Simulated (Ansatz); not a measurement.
An input meant for the cluster Zr₃⁻ (charge -1, doublet).

```yaml
crystal:
  periodic: [false, false, false]
  atoms:
    - {symbol: Zr, position_ang: [-0.660263, -0.684686, 1.237137]}
    - {symbol: Zr, position_ang: [0.618430, -0.834697, -1.116317]}
    - {symbol: Zr, position_ang: [0.041843, 1.519384, -0.120820]}
basis:
  gaussian: {orbitals: def2-SVP, fitting: {mean_field: def2-universal-jkfit}}
total_charge: 4
hamiltonian: {xc: {name: HF}}
correlation: {method: ccsd}
scf: {omitted_lower_state_checks: [starts]}
```

```sh
$ ansatz run in.yaml --threads 4 --pin off --events-out ev --progress --plain --max-ram 3916MiB
```

It prints (some lines left out):

```
Functional definition: HF
765 factors; integrals over basis functions are off by at most 1.9e-2 eV
mean field evaluation 1: about -3730.1344 eV, gradient 6.1e1 eV
mean field evaluation 2: about -3730.1779 eV, gradient 5.7e1 eV
mean field evaluation 4: about -3739.3045 eV, gradient 4.6e0 eV
mean field evaluation 8: about -3739.6611 eV, gradient 7.7e-1 eV
mean field evaluation 16: about -3739.6945 eV, gradient 6.7e-2 eV
mean field evaluation 32: about -3739.9811 eV, gradient 2.3e0 eV
mean field evaluation 64: about -3739.6941 eV, gradient 1.2e-3 eV
mean field -3740.92148001 eV, -137.4763287025 hartree, gradient 2.3e-6 eV, S^2 0.000000; 1 other end points of the search recorded, 0 dependent functions left out; unrestricted orbitals would lower it
determinant -3740.92148001 eV, -137.4763287025 hartree, with singles and doubles -3757.31616049 eV, -138.0788220977 hartree
determinant -3739.69417522 eV, -137.4312260835 hartree, with singles and doubles -3757.15930980 eV, -138.0730579411 hartree
determinant -3740.92148001 eV, -137.4763287025 hartree, with singles and doubles -3757.31688757 eV, -138.0788488173 hartree
determinant -3739.69417522 eV, -137.4312260835 hartree, with singles and doubles -3757.17877178 eV, -138.0737731557 hartree
reference -3740.92148001 eV, -137.4763287025 hartree; 16, 16 occupied and 77, 77 virtual orbitals, 765 factors
second order -16.79554022 eV of doubles, -0.00000000 eV of singles
cycle   1  -16.39540567 eV  change    1.9e-6 eV  update   4.6e-6
WARN: the results are in doubt because among natural orbitals full CI differs from the method by -0.094 eV
Total energy: -3757.31688568 eV, -138.0788487478 hartree
In doubt: among natural orbitals full CI differs from the method by -0.094 eV
Checks for a lower state left out: starts
```

Question: What is wrong with this run?

Answer: The charge is far from what the species holds (4 typed, -1 meant). The run converged. The result belongs to that input, not to the species as meant. The program marks the result for the charge 4 singlet as doubtful (large difference). T1 of the charge 4 singlet is large (up to 0.105), so the single-reference result is doubtful. The restricted singlet (for correlated methods, its reference) is unstable: a solution with broken spin symmetry lies lower. This restricted singlet of an open-shell metal wasn't tested against broken symmetry or higher spin.
